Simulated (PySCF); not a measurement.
All values below come from M06-2X/def2-TZVP // PBE0-D3(BJ)/def2-SVP (PySCF). Gas-phase values, no solvent. One relaxed conformer stands for a flexible species; it need not be the lowest. 

Reference species (SMILES): `[I][Ge]([I])([I])[I]` (neutral, multiplicity 1).

```
Quantity          Value
-------------  --------
HOMO–LUMO gap   6.39 eV
HOMO           -8.96 eV
LUMO           -2.58 eV
```

Changed species: `C[O][Ge]([I])([I])[O]C` (C–O–Ge–I torsion -63°, I–Ge–O–C torsion -178°) (2 of 4 OCH3 replaced by I; the reference has 4 of 4 OCH3 replaced by I).

Q: What does the change do to the HOMO–LUMO gap, HOMO and LUMO?

A: the HOMO–LUMO gap increases by 1.39 eV, to 7.78 eV; the HOMO goes up by 0.05 eV, to -8.91 eV; the LUMO increases by 1.44 eV, to -1.14 eV.
